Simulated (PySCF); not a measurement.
## Relaxation of doublet BiCl4

These are results of UPBE/[Bi def2-SVP with ECP60, Cl def2-SVP], scalar-relativistic core potentials, density fitting, no spin–orbit coupling, PySCF, not measurements. A (50,194) grid was used.

A start at the PBE0 minimum, of Td symmetry, held to at least that symmetry:

```xyz
5
charge 0 multiplicity 2, angstrom
Bi    0.0000    0.0000    0.0000
Cl   -1.4409   -1.4409   -1.4409
Cl    1.4409    1.4409   -1.4409
Cl   -1.4409    1.4409    1.4409
Cl    1.4409   -1.4409    1.4409
```

Q: What does it relax to?

A: It ends at Td with Bi–Cl 2.522 Å (×4); Cl–Bi–Cl 109.5° (×6). A frequency run shows a minimum. Other isomers or separated fragments may lie lower.

Q: How much energy is released, and in how many steps?

A: 1.7 kJ/mol in 2 steps.

No spin–orbit coupling is included, which matters more the heavier the element.
